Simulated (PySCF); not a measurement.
Br2H2O2Si, SMILES O[Si](O)(Br)Br.

Coordinates come from a B3LYP-D3(BJ)/def2-SVP optimisation. One conformer was computed; it need not be the lowest.

All values below come from PBE/def2-TZVP (PySCF).

Symmetry labels are those of the subgroup C2 that the program uses (full group C2).

Computed valence orbital energies around the gap with their symmetry:
| orbital | symmetry | energy (eV) |
|---|---|---|
| HOMO−7 | A | -9.92 |
| HOMO−6 | B | -8.80 |
| HOMO−5 | A | -8.65 |
| HOMO−4 | B | -8.35 |
| HOMO−3 | A | -7.95 |
| HOMO−2 | B | -7.41 |
| HOMO−1 | A | -7.41 |
| HOMO | B | -7.27 |
| LUMO | A | -1.35 |
| LUMO+1 | A | -0.36 |
| LUMO+2 | B | -0.02 |
| LUMO+3 | B | 0.48 |
